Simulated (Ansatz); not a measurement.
Series NiX2: gap (eV) at several levels, gas phase, relaxed structures; Ansatz. HOMO and LUMO are taken over both spins. Singlets are spin-restricted. The structures are stationary points that may keep the symmetry of their start. Remarks come from the PBE and PBE0 runs and from stability tests at other levels; not every state was tested.

```csv
species,state,geometry,PBE-D4/def2-TZVPD,B3LYP-D4/def2-TZVP,PBE0-D4/def2-SVP,HSE06-D4/def2-TZVP,BHLYP-D4/def2-TZVP,CAM-B3LYP-D4/def2-TZVP,remarks
NiF2,triplet,PBE-D4/def2-TZVP,0.81,4.41,5.37,4.55,8.94,8.11,–
NiMe2 (C2H6Ni),triplet,r2SCAN-D4/def2-TZVP,0.17,2.82,3.86,2.87,6.35,6.03,singlet lower at PBE
```

**Question.** Estimate the rows for NiCl2 (triplet, PBE-D4/def2-TZVP geometry).

**Answer.** 
| species | state | geometry | PBE-D4/def2-TZVPD | B3LYP-D4/def2-TZVP | PBE0-D4/def2-SVP | HSE06-D4/def2-TZVP | BHLYP-D4/def2-TZVP | CAM-B3LYP-D4/def2-TZVP |
| --- | --- | --- | --- | --- | --- | --- | --- | --- |
| NiCl2 | triplet | PBE-D4/def2-TZVP | 0.81 | 3.88 | 4.65 | 3.83 | 8.20 | 7.03 |

Over the 3 species that have every level, the mean is 0.59 at PBE-D4/def2-TZVPD, 3.70 at B3LYP-D4/def2-TZVP, 4.63 at PBE0-D4/def2-SVP, 3.75 at HSE06-D4/def2-TZVP, 7.83 at BHLYP-D4/def2-TZVP, 7.05 at CAM-B3LYP-D4/def2-TZVP. Orbital gaps grow with the share of exact exchange and aren't one observable across functionals.
